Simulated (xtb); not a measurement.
C5H9NO (SMILES CN1CCCC1=O), singlet, at a GFN2-xTB geometry; GFN0-xTB in xtb.

Input for xtb:
```
$ xtb mol.xyz --gfn 0 --chrg 0 --uhf 0 --json

# file mol.xyz
16

C      2.10718030    -0.10566990     0.05077275
N      0.69270521     0.08905907    -0.09332066
C      0.14997135     0.98033666    -1.08972839
C     -1.32752946     1.09849129    -0.69883366
C     -1.60250964    -0.19679329     0.06324944
C     -0.23541035    -0.62430679     0.57963264
O     -0.00257823    -1.45674522     1.42691988
H      2.59806457     0.83177957     0.32361649
H      2.54565104    -0.47833752    -0.87929269
H      2.25899065    -0.83912003     0.84118692
H      0.27013507     0.54960589    -2.09371243
H      0.67024368     1.94223616    -1.06616009
H     -1.46840915     1.95525366    -0.03929380
H     -1.97158737     1.22354647    -1.56688659
H     -2.30886961    -0.08111558     0.88246881
H     -1.97274293    -0.98564829    -0.59459778
```

Output, abridged:

```
   ID    Z sym.   atoms
    1    6 C      1, 3-6
    2    7 N      2
    3    8 O      7
    4    1 H      8-16

           -------------------------------------------------
          |                Calculation Setup                |
           -------------------------------------------------

           -------------------------------------------------
          |                 G F N 0 - x T B                 |
           -------------------------------------------------

          ...................................................
          :                      SETUP                      :
          :.................................................:
          :  # basis functions                  46          :
          :  # atomic orbitals                  46          :
          :  # shells                           32          :
          :  # electrons                        40          :
          :  electronic temp.          300.0000000     K    :
          :  accuracy                    1.0000000          :
          :  -> integral cutoff          0.2500000E+02      :
          :  -> integral neglect         0.1000000E-07      :
          ...................................................

         :::::::::::::::::::::::::::::::::::::::::::::::::::::
         ::                     SUMMARY                     ::
         :::::::::::::::::::::::::::::::::::::::::::::::::::::
         :: total energy             -21.831790319993 Eh    ::
         :: gradient norm              0.012037007730 Eh/a0 ::
         :: HOMO-LUMO gap              4.719863482424 eV    ::
         ::.................................................::
         :: H0 energy                -21.980725297845 Eh    ::
         :: repulsion energy           0.284479214643 Eh    ::
         :: electrostat energy        -0.080817435084 Eh    ::
         :: -> Gsolv                   0.000000000000 Eh    ::
         ::    -> Gsasa                0.000000000000 Eh    ::
         ::    -> Gshift               0.000000000000 Eh    ::
         :: dispersion energy         -0.005094605602 Eh    ::
         :: short-range corr.         -0.049632196105 Eh    ::
         :: add. restraining           0.000000000000 Eh    ::
         :: total charge               0.000000000000 e     ::
         :::::::::::::::::::::::::::::::::::::::::::::::::::::

           -------------------------------------------------
          |                Property Printout                |
           -------------------------------------------------

    * Orbital Energies and Occupations

         #    Occupation            Energy/Eh            Energy/eV
      -------------------------------------------------------------
         1        2.0000           -0.7149273             -19.4542
       ...           ...                  ...                  ...
         8        2.0000           -0.5715276             -15.5521
         9        2.0000           -0.5590662             -15.2130
        10        2.0000           -0.5438079             -14.7978
        11        2.0000           -0.5369894             -14.6122
        12        2.0000           -0.5288583             -14.3910
        13        2.0000           -0.5122439             -13.9389
        14        2.0000           -0.5050169             -13.7422
        15        2.0000           -0.5000008             -13.6057
        16        2.0000           -0.4871106             -13.2550
        17        2.0000           -0.4850140             -13.1979
        18        2.0000           -0.4774197             -12.9913
        19        2.0000           -0.4136943             -11.2572
        20        2.0000           -0.4101129             -11.1597 (HOMO)
        21                         -0.2366611              -6.4399 (LUMO)
        22                         -0.1478376              -4.0229
        23                         -0.1404864              -3.8228
        24                         -0.1393712              -3.7925
        25                         -0.1154193              -3.1407
        26                         -0.1104801              -3.0063
        27                         -0.0975990              -2.6558
        28                         -0.0841381              -2.2895
        29                         -0.0773236              -2.1041
        30                         -0.0549310              -1.4947
        31                         -0.0256400              -0.6977
       ...                                ...                  ...
        46                          0.4436638              12.0727
      -------------------------------------------------------------
                  HL-Gap            0.1734518 Eh            4.7199 eV
             Fermi-level            0.0000000 Eh            0.0000 eV

     #   Z          covCN         q      C6AA      α(0)
     1   6 C        3.692     0.005    23.105     6.957
     2   7 N        2.762    -0.670    36.533     9.050
     3   6 C        3.780     0.149    20.400     6.512
     4   6 C        3.829    -0.187    27.003     7.485
     5   6 C        3.834    -0.238    28.237     7.653
     6   6 C        2.796     0.693    17.153     6.763
     7   8 O        0.857    -0.591    25.811     6.817
     8   1 H        0.924     0.085     1.931     2.173
     9   1 H        0.924     0.083     1.950     2.184
    10   1 H        0.925     0.138     1.475     1.899
    11   1 H        0.923     0.056     2.249     2.345
    12   1 H        0.924     0.054     2.269     2.355
    13   1 H        0.924     0.106     1.736     2.060
    14   1 H        0.925     0.089     1.884     2.146
    15   1 H        0.925     0.118     1.634     1.999
    16   1 H        0.924     0.111     1.690     2.033

 Mol. C6AA /au·bohr⁶  :       2235.966006
 Mol. C8AA /au·bohr⁸  :      49485.526564
 Mol. α(0) /au        :         70.432267

Wiberg/Mayer (AO) data.
largest (>0.10) Wiberg bond orders for each atom

 ---------------------------------------------------------------------------
     #   Z sym  total        # sym  WBO       # sym  WBO       # sym  WBO
 ---------------------------------------------------------------------------
     1   6 C    3.941 --    10 H    0.979     8 H    0.978     9 H    0.977
                             2 N    0.959
     2   7 N    3.368 --     6 C    1.243     1 C    0.959     3 C    0.950
                             7 O    0.172
     3   6 C    3.950 --     4 C    1.006    12 H    0.977    11 H    0.971
                             2 N    0.950
     4   6 C    3.990 --     5 C    1.011     3 C    1.006    14 H    0.980
                            13 H    0.979
     5   6 C    3.989 --     4 C    1.011    15 H    0.970    16 H    0.960
                             6 C    0.957
     6   6 C    3.885 --     7 O    1.618     2 N    1.243     5 C    0.957
     7   8 O    1.917 --     6 C    1.618     2 N    0.172
     8   1 H    0.987 --     1 C    0.978
     9   1 H    0.986 --     1 C    0.977
    10   1 H    0.993 --     1 C    0.979
    11   1 H    0.986 --     3 C    0.971
    12   1 H    0.987 --     3 C    0.977
    13   1 H    0.983 --     4 C    0.979
    14   1 H    0.984 --     4 C    0.980
    15   1 H    0.987 --     5 C    0.970
    16   1 H    0.985 --     5 C    0.960
 ---------------------------------------------------------------------------

Topologies differ in total number of bonds
Writing topology from bond orders to xtbtopo.mol

 dipole moment from electron density (au)
     X       Y       Z
   0.1597   1.3195  -1.4163  total (Debye):    4.937

           -------------------------------------------------
          | TOTAL ENERGY              -21.831790319993 Eh   |
          | GRADIENT NORM               0.012037007730 Eh/α |
          | HOMO-LUMO GAP               4.719863482424 eV   |
           -------------------------------------------------

normal termination of xtb
```
